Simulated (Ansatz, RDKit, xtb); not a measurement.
Noncovalent pair: H2S (SMILES S) (first 3 atoms) with C2H3N (SMILES CC#N); geometry from B3LYP-D3(BJ)/def2-TZVP, rigid monomers moved along the line of their centres of mass till H2···N6 is 2.08 Å.
(charge 0, multiplicity 1):
```xyz
9

S      0.5070    -0.1819    -0.8616
H      0.3893     0.0658     0.4564
H      0.8250     1.0922    -1.1398
C     -0.1687     0.5898     5.0621
C      0.0310     0.5042     3.6248
N      0.1885     0.4360     2.4892
H      0.7399     0.9494     5.5455
H     -0.9837     1.2781     5.2864
H     -0.4165    -0.3928     5.4640
```

Interaction energies are E(AB) − E(A) − E(B) at the monomers' geometry in the complex; basis-set methods are counterpoise corrected.

Correlated levels freeze the cores.

The values were computed with Ansatz (Gaussian basis) for Hartree–Fock, density functionals and correlated methods; RDKit for the force fields; xtb for the GFN methods. Each number belongs to the level named beside it.

**Question.** One of these levels gives 2.4 meV for the interaction energy. Which one is it?
(A) GFN1-xTB
(B) MMFF94
(C) SCS-MP2/aug-cc-pV(D+d)Z
(D) HF/aug-cc-pV(D+d)Z

**Answer.** D, HF/aug-cc-pV(D+d)Z. The others give -121.3 (MMFF94), -83.0 (GFN1-xTB), -63.8 (SCS-MP2/aug-cc-pV(D+d)Z)

Ansatz is a quantum-chemistry and plane-wave program.
